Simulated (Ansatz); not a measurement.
Start from `C[SiH](O)[O][GeH2][OH]` and change one atom or group to get `C[Si@@H](O)O[Si@H](O)Cl`.

Ansatz, PBE0-D4/def2-TZVP geometries, multiplicity 1. Each molecule was computed in one conformer, which needn't be the lowest.

Scalar relativity is left out up to krypton.

```tsv
property	`C[SiH](O)[O][GeH2][OH]`
LUMO energy (PBE/def2-TZVPP) / eV	-0.45
HOMO energy (PBE/def2-TZVPP) / eV	-6.87
LUMO energy (ωB97M-V/def2-TZVPP) / eV	1.92
HOMO–LUMO gap (B3LYP/def2-TZVPP) / eV	8.19
HOMO–LUMO gap (PBE/def2-TZVPP) / eV	6.42
HOMO–LUMO gap (ωB97M-V/def2-TZVPP) / eV	12.51
```

Task: Give the same properties after the change, and the shifts. (An estimate is asked.)

Result: Computed: 
```
                               property  `C[Si@@H](O)O[Si@H](O)Cl`  shift
      LUMO energy (PBE/def2-TZVPP) / eV                      -0.45   0.00
      HOMO energy (PBE/def2-TZVPP) / eV                      -7.25  -0.38
  LUMO energy (ωB97M-V/def2-TZVPP) / eV                       1.95   0.03
  HOMO–LUMO gap (B3LYP/def2-TZVPP) / eV                       8.60   0.41
    HOMO–LUMO gap (PBE/def2-TZVPP) / eV                       6.80   0.38
HOMO–LUMO gap (ωB97M-V/def2-TZVPP) / eV                      12.98   0.47
```

B3LYP here is the variant with VWN-RPA as its local correlation; programs differ in this.
